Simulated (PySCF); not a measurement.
**CH4ClFOSi**

CH4ClFOSi is a small molecule, neutral, singlet. The structure, one conformer, was relaxed in the gas phase by PBE0-D3(BJ)/def2-SVP. No frequency run checks that it is a minimum.

SMILES: OC(F)([SiH3])Cl

| atom | x (Å) | y (Å) | z (Å) |
| --- | --- | --- | --- |
| C1 | -0.411 | 0.477 | -0.258 |
| Si2 | 0.503 | -1.024 | 0.524 |
| O3 | 0.309 | 1.607 | -0.120 |
| F4 | -1.649 | 0.627 | 0.294 |
| Cl5 | -0.710 | 0.107 | -2.023 |
| H6 | 0.701 | -0.740 | 1.974 |
| H7 | 1.809 | -1.188 | -0.170 |
| H8 | -0.362 | -2.221 | 0.340 |
| H9 | -0.149 | 2.335 | -0.568 |

Shieldings: GIAO PBE0/pcSseg-2. Shifts are against computed references at the same level: C TMS (σ 184.1 ppm), H TMS (σ 31.24 ppm), Si TMS (σ 341.3 ppm). Core levels by delta-SCF with SCAN, pcX-2 on the ionised atom and pcseg-1 elsewhere, spin-free X2C (2p3/2 is the spin-free 2p value less a third of a first-order spin-orbit splitting); from the vacuum level, for chosen atoms.

Give the NMR and core-level values of the distinct atoms.


```csv
atoms,bonded to,σ (ppm),δ (ppm),core level (eV)
C1,1 Cl + 1 F + 1 O + 1 Si,51.3,132.8,1s 295.74
Si2,1 C + 3 H,400.3,-59.0,2p3/2 107.46
O3,1 C + 1 H,177.2,-,1s 540.33
F4,1 C,227.7,-,1s 693.18
Cl5,1 C,557.4,-,2p3/2 206.09
H6 H7 H8,1 Si,27.03,4.21,-
H9,1 O,27.84,3.40,-
```

Values are those of this one static structure, with the three H of a rotating XH3 group averaged; atoms that internal rotation interchanges would show their mean in an NMR spectrum.

By CAM-B3LYP/def2-SVPD (TDDFT singlets, Tamm-Dancoff triplets, ionisation by delta-SCF), where does absorption start, and what does vertical ionisation take?

The lowest singlet lies at 7.20 eV (f 0.030), the strongest of the first 6 at 8.41 eV (f 0.112), the lowest triplet at 6.38 eV; vertical ionisation takes 11.23 eV.

The 3 runs behind this took 2.6 min in all, one thread each of Arm Neoverse V1 on a shared host, launched as `OMP_NUM_THREADS=1 python cluster_run.py task.json out`.
